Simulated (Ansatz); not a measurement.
**Energy differences in RuC**

Computed with Ansatz's Gaussian-basis code (development build). Basis cc-pwCVTZ-PP on Ru, cc-pVTZ on C, scalar-relativistic core potentials (28 electrons on Ru), no spin–orbit coupling, 1 orbital frozen in the corrections; active space CAS(12,10), shells under the valence barred from it. Restricted Hartree–Fock, then the lowest state-specific CASSCF solution met for each case. Coupled cluster stands on the determinant that it favours, not always the lowest RHF. Single-reference values can break down or jump between states where bonds are stretched. Unlike active orbitals can shift such differences by tenths of an eV, at times by over 1 eV.

Case A, singlet: bond length 1.6080 Å.

Case B, triplet: the shape of A.

Case C, singlet: bond length 1.8492 Å.

Energy less that of case A, in eV:

```json
{"case": "B", "RHF/ROHF": "-0.641", "CASSCF": "-0.183", "CCSD(T)": "-0.104"}
{"case": "C", "RHF/ROHF": "+1.808", "CASSCF": "+0.861", "CCSD(T)": "+0.961"}
```

What does SC-NEVPT2 give for these differences?

B: +0.040 eV (0.9 kcal/mol); C: +0.923 eV (21.3 kcal/mol).

Which case is lowest, and do the methods agree?

A is lowest in SC-NEVPT2. RHF/ROHF puts B lowest. CASSCF puts B lowest. CCSD(T) puts B lowest.
